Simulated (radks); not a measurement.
Question: The iodine ion I2+, [Kr] 4d10 5s2 5p3. Method: non-relativistic Kohn-Sham, r2SCAN, spin-polarised, spherical densities, point nucleus; meta-GGA in the generalised Kohn-Sham scheme; computed with a radial shooting solver on a logarithmic mesh with Libxc functionals. Every spin shell is full or empty, so the densities are truly spherical. Functionals are evaluated on that one density, not self-consistently. Rank these orbital-free kinetic functionals by their error against the exact value of the orbitals, and give that value: Thomas-Fermi, TF + vW, TF + vW/9, TF + vW/5, LC94, APBEK, revAPBEK, Perdew 92, Thakkar, LKT, DePristo-Kress.

Answer: Exact: 6917.08 hartree. From best to worst, with 100 (|E| - |E exact|)/|E exact| (equal figures are ties): LC94 +0.07, DePristo-Kress -0.10, APBEK +0.12, revAPBEK +0.30, Thakkar -0.59, Perdew 92 -0.66, TF + vW/9 -0.67, TF + vW/5 +2.96, Thomas-Fermi -5.20, LKT +18.79, TF + vW +35.60.
